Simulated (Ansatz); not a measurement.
Gas-phase electronic energies from Ansatz, PBE0-D4/def2-TZVP geometries. CCSD(T)/CBS adds triple-zeta CCSD(T) − MP2 to the extrapolated MP2 energy (def2 sets, frozen cores). This one scheme is used for every species. Functionals use def2-TZVPP. def2 core potentials past Kr. For Sn outer-core shells are correlated without core-valence functions, which leaves a few kJ/mol of doubt a bond. Each species was taken in one conformer, which may not be the lowest.

Consider the formal exchange of groups at the Si–O bond: `CO[SiH2][SnH3]` + SiH₄ → `[SiH3][SiH2][SnH3]` + CH₃OH.

`CO[SiH2][SnH3]`:

Z-matrix (Å, degrees):
```
C
O 1 1.408
H 1 1.096 2 111.5
H 1 1.097 2 111.6 3 121.4
H 1 1.091 2 108.2 3 -119.3
Si 2 1.646 1 122.8 3 -59.9
Sn 6 2.576 2 112.1 1 -60.8
H 6 1.483 2 106.0 1 178.5
H 6 1.493 2 110.5 1 60.3
H 7 1.711 6 111.9 2 61.4
H 7 1.709 6 110.2 2 -179.2
H 7 1.709 6 111.8 2 -59.2
```

SiH₄:

Cartesian coordinates in Å:
```
Si 0.000 0.000 0.000
H -0.137 -1.191 0.876
H 1.434 0.365 -0.118
H -0.753 1.136 0.588
H -0.544 -0.310 -1.346
```

`[SiH3][SiH2][SnH3]`:

Cartesian coordinates in Å:
```
Si 0.982 -1.238 -1.276
Si -0.056 0.772 -0.694
Sn -0.914 0.671 1.718
H 1.492 -1.207 -2.674
H 0.009 -2.356 -1.147
H 2.122 -1.494 -0.356
H -1.201 1.037 -1.609
H 0.909 1.899 -0.823
H 0.379 0.389 2.797
H -2.040 -0.601 1.896
H -1.679 2.130 2.168
```

CH₃OH:

```xyz
6

C     0.344   -0.081   -0.045
O    -0.954    0.323   -0.418
H     0.952   -0.077   -0.951
H     0.363   -1.095    0.373
H     0.804    0.605    0.677
H    -1.509    0.325    0.364
```

```json
{"level": "ωB97X-V", "ΔE (kcal/mol)": "17.0"}
{"level": "CCSD/def2-TZVPP", "ΔE (kcal/mol)": "17.6"}
```

(1) What does CCSD(T)/CBS give? (Best estimate.)

Largest T1 diagnostic among the species: 0.014.

Answers

(1) The calculation gave: +16.7 kcal/mol. The listed levels differ from it by 0.3, 0.9 kcal/mol.

In def2-TZVPP, CCSD(T) changes the Hartree–Fock value by −4.6 kcal/mol (the triples alone add −0.5 kcal/mol) and MP2 by −3.2 kcal/mol. From PBE to PBE0 (25 % exact exchange), in def2-TZVPP and without D4, ΔE moves by +0.8 kcal/mol.
